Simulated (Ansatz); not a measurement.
SnO2 (the lowest singlet isomer of a short search), 3 atoms. Hardware: 2 threads of Arm Neoverse V2 on a shared host.

In the def2 sets Sn takes a core potential; there is no spin–orbit coupling. Correlated methods freeze 6 core orbitals; core or outer-core shells of Sn are correlated, in sets that lack core-valence functions.

Problem. How many basis functions does each of these Ansatz runs have, and roughly what does it cost? RPA@PBE/def2-TZVP, charge 0 singlet, energy, from earlier orbitals; CCSD(T)/def2-TZVPP, charge 0 singlet, energy, from earlier orbitals; ωB97M-V/def2-TZVP, charge 0 quintet, energy, from earlier orbitals; BLYP-D4/def2-TZVP, charge 0 triplet, energy, from earlier orbitals; PBE-D4/def2-TZVP, charge 0 singlet, energy and forces, from earlier orbitals; LC-ωPBE (ω = 0.20 bohr⁻¹)/def2-TZVP, charge 0 quintet, energy, from earlier orbitals; CCSD(T)/def2-TZVPD, charge 0 singlet, energy, from earlier orbitals; MP2/def2-TZVP, charge 0 triplet, energy, from earlier orbitals; r2SCAN-D4/def2-TZVPD, charge -1 doublet at the geometry of the charge 0 singlet, energy, from earlier orbitals; HSE06-D4/def2-TZVP, charge 0 triplet, energy, from earlier orbitals; r2SCAN-D4/def2-TZVP, charge 0 triplet, energy, from earlier orbitals; LC-ωPBE (ω = 0.10 bohr⁻¹)/def2-TZVP, charge 1 doublet at the geometry of the charge 0 singlet, energy, from earlier orbitals.

Solution. Other jobs shared the machine, so times can vary by a factor of up to 3. A dash marks memory too small to be measured apart from the calling script's.

| run | functions | fitting or Cholesky vectors | wall time | peak host memory (GiB) |
| --- | --- | --- | --- | --- |
| PBE-D4/def2-TZVP, charge 0 singlet, energy and forces, from earlier orbitals | 112 | 690 | 0.95 s | – |
| MP2/def2-TZVP, charge 0 triplet, energy, from earlier orbitals | 112 | 886 | 1.4 s | – |
| BLYP-D4/def2-TZVP, charge 0 triplet, energy, from earlier orbitals | 112 | 690 | 1.6 s | – |
| RPA@PBE/def2-TZVP, charge 0 singlet, energy, from earlier orbitals | 112 | 886 | 1.8 s | – |
| HSE06-D4/def2-TZVP, charge 0 triplet, energy, from earlier orbitals | 112 | 763 | 4.2 s | – |
| r2SCAN-D4/def2-TZVP, charge 0 triplet, energy, from earlier orbitals | 112 | 690 | 4.2 s | – |
| LC-ωPBE (ω = 0.20 bohr⁻¹)/def2-TZVP, charge 0 quintet, energy, from earlier orbitals | 112 | 690 | 4.3 s | – |
| r2SCAN-D4/def2-TZVPD, charge -1 doublet at the geometry of the charge 0 singlet, energy, from earlier orbitals | 136 | 772 | 4.4 s | – |
| CCSD(T)/def2-TZVPP, charge 0 singlet, energy, from earlier orbitals | 112 | 886 | 4.4 s | – |
| CCSD(T)/def2-TZVPD, charge 0 singlet, energy, from earlier orbitals | 136 | 1003 | 5.5 s | 0.59 |
| LC-ωPBE (ω = 0.10 bohr⁻¹)/def2-TZVP, charge 1 doublet at the geometry of the charge 0 singlet, energy, from earlier orbitals | 112 | 690 | 11 s | – |
| ωB97M-V/def2-TZVP, charge 0 quintet, energy, from earlier orbitals | 112 | 734 | 20 s | – |
